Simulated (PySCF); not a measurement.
**Argon: a sound run and one with changed settings**

Sound run: Ar+ [Ne] 3s2 3p5, Ar(2+) [Ne] 3s2 3p4. All numbers are calculated (PySCF 2.14, the spin-free X2C one-electron Hamiltonian (Gaussian nucleus), in cc-pVTZ-DK). In the sound run the correlated levels freeze [Ne]. The sound run starts from symmetry-adapted Hartree-Fock orbitals and uses a fine grid where one is needed.

Changed run: basis STO-3G, all-electron and non-relativistic. This setting is unsound on purpose.

```
species  method  sound run (hartree)  changed run (hartree)  converged
    Ar+     UHF           -528.08649             -520.72694        yes
    Ar+    TPSS           -528.80411             -521.33032        yes
    Ar+    PBE0           -528.62420             -521.17237        yes
    Ar+     MP2           -528.25189             -520.72694        yes
 Ar(2+)     UHF           -527.11772             -519.70618        yes
 Ar(2+)    TPSS           -527.78975             -520.26092        yes
 Ar(2+)    PBE0           -527.60987             -520.10102        yes
 Ar(2+)     MP2           -527.24768             -519.70618        yes
```

Ionisation energy of Ar+:

| method | sound run (eV) | changed run (eV) |
| --- | --- | --- |
| UHF | 26.361 | 27.776 |
| TPSS | 27.602 | 29.100 |
| PBE0 | 27.601 | 29.153 |
| MP2 | 27.326 | 27.776 |
| SCS-MP2 | 27.321 | 27.776 |

A minimal basis cannot let orbitals breathe on ionisation and holds almost no correlation. The Hamiltonian changed with the basis, so the totals do not compare.

For comparison, NIST gives 27.630 eV between the lowest levels.
